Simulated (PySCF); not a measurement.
A PySCF script (with the pyscf-properties extension) for the NMR shieldings of SMILES C(P(CC)(=S)CC)C, C6H15PS, on a GFN2-xTB geometry:

```python
import basis_set_exchange as bse
import numpy as np
from pyscf import gto, dft
from pyscf.prop import nmr

atoms = """
C     2.713866    0.554648    0.618272
C     1.779908   -0.217265   -0.300995
P     0.157800   -0.541013    0.534166
S     0.299620   -1.513871    2.205640
C    -0.797510   -1.427295   -0.783106
C    -2.224206   -1.699367   -0.330901
C    -0.658126    1.102997    0.754587
C    -0.833339    1.952436   -0.494576
H     2.764996    0.058764    1.587018
H     2.359755    1.572329    0.771373
H     3.716558    0.599568    0.198346
H     1.618719    0.305269   -1.245819
H     2.198808   -1.204756   -0.520253
H    -0.770496   -0.860219   -1.715358
H    -0.266229   -2.371590   -0.939827
H    -2.802669   -0.778586   -0.280073
H    -2.720840   -2.379178   -1.020477
H    -2.214065   -2.155631    0.658649
H    -0.059107    1.626538    1.506568
H    -1.623245    0.881464    1.221561
H    -1.336439    2.883126   -0.237569
H     0.128306    2.200450   -0.938040
H    -1.436817    1.438168   -1.239105
"""
names = dict.fromkeys(["C", "P", "S", "H"], "pcSseg-1")
basis = {el: gto.basis.parse(bse.get_basis(n, elements=[el], fmt="nwchem")) for el, n in names.items()}
mol = gto.M(atom=atoms, basis=basis, charge=0, verbose=0)
mf = dft.RKS(mol, xc="PBE0")
mf.grids.level = 2
mf.grids.alignment = dft.numint.BLKSIZE   # the property module wants whole blocks of grid points
mf.conv_tol = 1e-9
mf.kernel()

calc = nmr.RKS(mf)   # GIAO
C = mf.mo_coeff
Co = C[:, mf.mo_occ > 0]
resp = mf.gen_response(singlet=True, hermi=2)
def vind(x):   # induced exchange potential for any number of trial vectors
    d = np.einsum("pi,xij,qj->xpq", C, 2 * x.reshape(-1, C.shape[1], Co.shape[1]), Co, optimize=True)
    return np.einsum("xpq,pi,qj->xij", resp(d - d.transpose(0, 2, 1)), C, Co, optimize=True).ravel()
mo1, _ = nmr.rhf.solve_mo1(calc, with_cphf=vind)
sigma = calc.kernel(mo1)
for i, s in enumerate(sigma):   # ppm
    print("%2d %-2s %9.2f" % (i, mol.atom_pure_symbol(i), np.trace(s) / 3))
```

Question: What are the results?

Answer: 
```
 0 C     179.75
 1 C     158.01
 2 P     278.26
 3 S     778.39
 4 C     157.48
 5 C     179.81
 6 C     157.93
 7 C     176.50
 8 H      29.66
 9 H      31.11
10 H      30.56
11 H      29.95
12 H      30.38
13 H      29.93
14 H      30.35
15 H      31.08
16 H      30.53
17 H      29.68
18 H      29.87
19 H      29.89
20 H      30.42
21 H      30.99
22 H      31.00
```

These numbers come from an equivalent density-fitted implementation of the same equations, which agrees with the script to about 0.01 ppm for H and up to a few tenths of a ppm for heavy atoms, so last digits may differ.

Question: Turn these shieldings into chemical shifts. Referencing at the same level of theory: TMS for ¹³C (186.93 ppm), ¹H (31.72 ppm); H3PO4 for ³¹P (318.38 ppm); ³³S (503.73 ppm) vs CS2.

Answer: Averaging equivalent atoms: C 1/4/6: 29.1; C 0/5/7: 8.2; P 2: 40.1; S 3: -275; H 11/12/13/14/18/19: 1.65; H 8/9/10/15/16/17/20/21/22: 1.16 ppm. Experimental scales use liquid or dissolved standards, which lie at an offset from isolated H3PO4.

Size and cost of the density-fitted run: 225 basis functions, 66 s wall time on 1 thread of an x86-64 server CPU, shared host.
